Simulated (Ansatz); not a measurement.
`C[SiH](F)[SiH3]` + `OC=S` → `F[SiH]([SiH3])OC=S` + CH₄ at 298.15 K and 1 bar (ligand exchange at the Si–C bond).

Computed with Ansatz on PBE0-D4/def2-TZVP structures; ΔE is electronic, products minus reactants. CBS: MP2 limit from def2 TZ/QZ plus the TZ coupled-cluster correction, frozen cores. This one scheme is used for every species. One conformer a species, not always the lowest.

```
             species  CCSD(T)/CBS energy (Eh)  H − E (kJ/mol)  S (J/(mol·K))
   `C[SiH](F)[SiH3]`               -720.28056           213.7          349.9
              `OC=S`               -512.17609            94.1          260.5
`F[SiH]([SiH3])OC=S`              -1192.03062           179.7          408.4
                 CH₄                -40.46206           127.4          186.2
```

H − E and S are ideal-gas, rigid-rotor, harmonic terms from PBE0-D4/def2-TZVP, for one conformer and one mirror image of each species. 1 Eh = 2625.50 kJ/mol, R = 8.31446 J/(mol·K).

**Question.** By hand: ΔE, ΔH, ΔS and ΔG.

**Answer.** ΔE = (-1192.03062) + (-40.46206) − (-720.28056) − (-512.17609) = -0.03603 Eh = -94.6 kJ/mol. Δ(H − E) = 179.7 + 127.4 − 213.7 − 94.1 = -0.7, so ΔH = -95.3 kJ/mol. ΔS = 408.4 + 186.2 − 349.9 − 260.5 = -15.8 J/(mol·K). ΔG = -95.3 − 298.15 × (-15.8)/1000 = -90.6 kJ/mol.

**Question.** By hand: the equilibrium constant, and the temperature at which ΔG would vanish if ΔH and ΔS stayed fixed.

**Answer.** log₁₀ K = −ΔG/(RT ln 10) = 15.9. ΔG = 0 at ΔH/ΔS = 6032 K, far beyond where these terms or the molecules hold.

ΔH outweighs TΔS. A doubt of 5 kJ/mol in ΔE shifts log₁₀ K by 0.9 here. Other conformers and mirror images would add mixing entropy, several J/(mol·K) or more a flexible species. Modes under 60 cm⁻¹, often nearly free rotors, make the harmonic entropy too high. These are equilibria of isolated gas molecules and say nothing of rates. Largest T1 diagnostic: 0.018 (customary marks: 0.02 for closed shells, 0.045 for open ones).
